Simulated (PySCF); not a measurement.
Radial density of S⁺ (sulfur, charge +1)

UHF, [Ne] 3s2 3p3, high-spin 4S determinant. Computed with PySCF 2.14 in x2c-TZVPall (5s5p2d1f, 37 functions), with the spin-free X2C one-electron Hamiltonian (Gaussian nucleus).

```
r (bohr)  4πr²ρ (e/bohr)  4πr²(ρα − ρβ)
 0.00170          0.1068         0.0000
 0.00286          0.2861         0.0000
 0.00480          0.7320         0.0001
 0.00808           1.816         0.0002
  0.0136           4.210         0.0006
  0.0229           8.715         0.0019
  0.0385           14.83         0.0073
  0.0647           18.40         0.0310
   0.109           14.87         0.1199
   0.183           12.27         0.3133
   0.308           17.45         0.3704
   0.518           12.22         0.0107
   0.871           3.226         0.5257
    1.47           3.312         1.8317
    2.46           1.331         0.8989
    4.14         0.07552         0.0595
    6.97       0.0002441         0.0002
```

Densities and radii are taken from the X2C orbitals without a picture-change correction, which distorts them close to the nucleus.
